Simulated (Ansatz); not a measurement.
Two structures of Si2H8SO, singlet, reached by relaxing down either side of one saddle point (PBE0-D4/def2-TZVP). Energies are electronic, without zero-point energy. Program: Ansatz 0.2.0. Basis: def2-TZVPP and def2-QZVPP. Cores are frozen in the correlated methods. Extrapolation: Hartree–Fock as exp(−7.88 √X), correlation as X^−2.97. First:

| atom | x (Å) | y (Å) | z (Å) |
| --- | --- | --- | --- |
| Si1 | 0.8068 | 0.3471 | -1.3779 |
| S2 | 1.4728 | 0.8920 | 0.5772 |
| H3 | -0.6570 | 0.4956 | -1.5113 |
| H4 | 1.2372 | -1.0682 | -1.4931 |
| O5 | 1.4294 | 1.2961 | -2.5638 |
| H6 | -0.5400 | -1.0800 | 2.8083 |
| Si7 | -1.5006 | -1.0871 | 1.6786 |
| H8 | 0.8618 | 2.0893 | 0.5693 |
| H9 | 2.3817 | 1.4066 | -2.5856 |
| H10 | -1.9259 | 0.2987 | 1.3605 |
| H11 | -2.6964 | -1.8869 | 2.0547 |
| H12 | -0.8698 | -1.7034 | 0.4831 |

Second:

```xyz
12
angstrom
Si -0.1701 -0.5926 -1.5517
S 2.0211 1.5808 1.3651
H -1.1834 -0.4383 -2.6270
H 0.5608 -1.8718 -1.7904
O 0.8241 0.7139 -1.6383
H 1.4808 0.5231 1.9920
Si -1.2571 -0.7651 0.5260
H 0.9170 2.3223 1.5485
H 1.3074 0.9546 -0.8356
H -1.8834 0.5273 0.9243
H -0.3001 -1.1442 1.6073
H -2.3169 -1.8100 0.4797
```

Problem. Which bonds change from the first to the second?

Solution. SiH₄SO ([OH][SiH2][SH]) + SiH₄ → Si₂H₆O ([OH][SiH2][SiH3]) + H₂S; bonds formed: Si1–Si7, S2–H6; bonds broken: Si1–S2, H6–Si7.

Problem. Give the saddle point's structure and its height above each. (Judge from chemistry; the value comes from the calculation.)

Solution. By the calculation: 2.651 eV above the first and 1.948 eV above the second (CCSD(T) at an estimated basis limit (MP2 extrapolated from triple and quadruple zeta, plus CCSD(T) − MP2 in triple zeta)).
Si1  (0.360, -0.167, -0.982)
S2  (2.000, 0.619, 0.888)
H3  (-0.905, -0.547, -1.696)
H4  (1.266, -1.332, -1.042)
O5  (0.619, 1.261, -1.731)
H6  (0.334, -0.071, 0.740)
Si7  (-1.335, -0.710, 0.870)
H8  (1.409, 1.790, 1.184)
H9  (1.414, 1.703, -1.414)
H10  (-2.389, 0.259, 0.485)
H11  (-1.163, -0.731, 2.346)
H12  (-1.610, -2.072, 0.353)
(Å)

The T1 diagnostic stays at or below 0.015.

Labels in which every atom is bracketed show which atoms are joined, not bond orders.

For scale, one of the runs: CCSD(T)/def2-TZVPP, 269 basis functions, launched by `ansatz run in.yaml --threads 4 --pin off --events-out ev --progress --plain --max-ram 9574MiB`. The run took 2.9 min on 4 CPU threads of an Arm Neoverse V1 (shared host), with 6.3 GiB of host memory at its peak.
